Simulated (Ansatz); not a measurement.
The cluster Zn₃F₄⁺, relaxed as a doublet with UKS r2SCAN-D4/def2-SVP in Ansatz, starting from the GFN1-xTB geometry. Force threshold 0.02 eV/Å.

The structure comes from a short search, and lower isomers may exist.

Start:

```xyz
7

Zn   -0.444   -1.009   -1.654
Zn   -0.634   -0.363    1.315
Zn    1.164    0.904    0.015
F     0.835    0.879   -1.651
F    -1.775   -0.947    0.200
F     0.996   -0.820    0.615
F    -0.143    1.355    1.160
```

**Question.** Estimate the energy that the relaxation releases and the steps that it takes.

**Answer.** 129.6 kJ/mol, in 8 steps; 64 s on 4 threads of AMD EPYC on a shared host. No frequencies were taken in this run, so the end may be a saddle point.

**Question.** Does the start keep its bonding and symmetry?

**Answer.** Bonds formed: Zn1–F4, Zn1–F5 (atoms count from 1). Point group Cs at the start, C2v at the end, both within 0.05 Å; within 0.015 Å the end is Cs.

**Question.** Predict the relaxed structure.

**Answer.** 
```xyz
7

Zn   -0.930   -0.679   -2.003
Zn   -0.614   -0.424    1.389
Zn    1.288    0.911    0.055
F     0.639    0.452   -1.617
F    -1.469   -1.027   -0.138
F     1.278   -0.670    1.151
F    -0.192    1.438    1.163
```
Bond lengths (bridged metal pairs left out): 8 × F–Zn 1.85 to 1.97 Å.
